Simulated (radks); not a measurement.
Kr IV, 33 electrons, occupied as [Ar] 3d10 4s2 4p3 (the NIST ground configuration).

Calculated with a radial shooting solver on a logarithmic mesh with Libxc functionals: Dirac Kohn-Sham, PBE, spin-unpolarised, spherical densities, point nucleus; open shells are shared between the two j in proportion to 2j + 1.

Energy parts (hartree):
total: -2787.66602
kinetic: 2862.89723
electron-nucleus: -6687.77322
Hartree: 1132.57056
exchange-correlation: -95.36059

Orbitals (lengths in bohr, moments of r in powers of bohr; r(90%) holds 90 % of the orbital's charge):
1s1/2: occ. 2; eigenvalue (hartree) -521.6525; <r^2> 0.002318; <r> 0.04148; <1/r> 36.77; r(90%) 0.0742
2s1/2: occ. 2; eigenvalue (hartree) -69.98573; <r^2> 0.03964; <r> 0.1832; <1/r> 8.229; r(90%) 0.284
2p1/2: occ. 2; eigenvalue (hartree) -63.39153; <r^2> 0.03039; <r> 0.1573; <1/r> 8.197; r(90%) 0.257
2p3/2: occ. 4; eigenvalue (hartree) -61.41288; <r^2> 0.03182; <r> 0.1613; <1/r> 7.912; r(90%) 0.263
3s1/2: occ. 2; eigenvalue (hartree) -11.18216; <r^2> 0.3228; <r> 0.5298; <1/r> 2.715; r(90%) 0.788
3p1/2: occ. 2; eigenvalue (hartree) -8.85270; <r^2> 0.3324; <r> 0.5329; <1/r> 2.601; r(90%) 0.813
3p3/2: occ. 4; eigenvalue (hartree) -8.56127; <r^2> 0.3453; <r> 0.5433; <1/r> 2.533; r(90%) 0.828
3d3/2: occ. 4; eigenvalue (hartree) -4.50126; <r^2> 0.3737; <r> 0.5512; <1/r> 2.288; r(90%) 0.902
3d5/2: occ. 6; eigenvalue (hartree) -4.45315; <r^2> 0.3788; <r> 0.5551; <1/r> 2.270; r(90%) 0.908
4s1/2: occ. 2; eigenvalue (hartree) -2.17152; <r^2> 2.428; <r> 1.465; <1/r> 0.9127; r(90%) 2.14
4p1/2: occ. 1; eigenvalue (hartree) -1.61403; <r^2> 3.085; <r> 1.645; <1/r> 0.8024; r(90%) 2.43
4p3/2: occ. 2; eigenvalue (hartree) -1.58122; <r^2> 3.185; <r> 1.672; <1/r> 0.7874; r(90%) 2.47
4d3/2: occ. 0; eigenvalue (hartree) -0.81824; <r^2> 6.266; <r> 2.329; <1/r> 0.5545; r(90%) 3.53
4d5/2: occ. 0; eigenvalue (hartree) -0.81515; <r^2> 6.315; <r> 2.338; <1/r> 0.5522; r(90%) 3.54
5s1/2: occ. 0; eigenvalue (hartree) -0.74590; <r^2> 12.60; <r> 3.357; <1/r> 0.3930; r(90%) 4.76

The highest occupied level is 4p3/2 at -43.027 eV. The density falls to 0.001 e/bohr^3 at r = 3.26 bohr. Summed over all electrons, <r^2> = 21.04 bohr^2, which gives a Langevin (diamagnetic) susceptibility term of -16.7 x 10^-6 cm^3/mol.
